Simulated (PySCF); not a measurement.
In(H)(OH)(OMe) (CH₅InO₂), SMILES [InH]([OH])[O]C. Coordinates come from a PBE0-D3(BJ)/def2-SVP optimisation. The def2 effective core potentials stand for the cores of In; spin–orbit coupling is left out. The values are those of a single conformer.

Problem. Give the equilibrium geometry at PBE0-D3(BJ)/def2-SVP (PySCF confirms it by a frequency run) as Cartesian coordinates in Å, and its point group. (The exact figures need the calculation; the answer reports its results.)

Solution. One answer among several that fit: point group Cs.
```xyz
9

In    -0.2862     0.4989     0.0000
H     -1.5634     1.6240     0.0000
O      1.6903     0.7976     0.0000
H      1.9341     1.7295     0.0000
O     -0.5935    -1.4650     0.0000
C      0.4450    -2.4000     0.0000
H      0.3769    -3.0553     0.8895
H      0.3769    -3.0553    -0.8895
H      1.4557    -1.9498     0.0000
```
Charge 0, spin multiplicity 1.
